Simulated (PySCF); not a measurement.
**Krypton: a sound run and one with changed settings**

Sound run: Kr⁺ [Ar] 3d10 4s2 4p5, Kr²⁺ [Ar] 3d10 4s2 4p4. Calculation: PySCF 2.14, in x2c-TZVPall (6s5p4d1f, 48 functions); scalar relativity by spin-free X2C-1e. The sound run starts from symmetry-adapted Hartree-Fock orbitals and uses a fine grid where one is needed.

A second run was set up differently.

```csv
species,method,sound run (hartree),changed run (hartree),converged
Kr⁺,UHF,-2787.69941,-2787.69941,yes
Kr⁺,LDA,-2785.62264,-2789.61828,yes
Kr⁺,MN15,-2791.21159,-2791.73383,yes
Kr²⁺,UHF,-2786.84492,-2786.84492,yes
Kr²⁺,LDA,-2784.71744,-2788.19774,yes
Kr²⁺,MN15,-2790.31916,-2790.71531,yes
```

Ionisation energy of Kr⁺:

```
method  sound run (eV)  changed run (eV)
   UHF          23.252            23.252
  MN15          24.284            27.715
```

(1) What was changed?
A. angular grid far too coarse
B. basis contracted for another Hamiltonian
C. all electrons correlated in a valence basis
D. too few SCF iterations

## Answers

(1) A. It used 6 angular points. A coarse angular grid integrates products of high-l functions wrongly, so density functionals can shift, and the SCF can exploit the error; Hartree-Fock and MP2 need no grid.
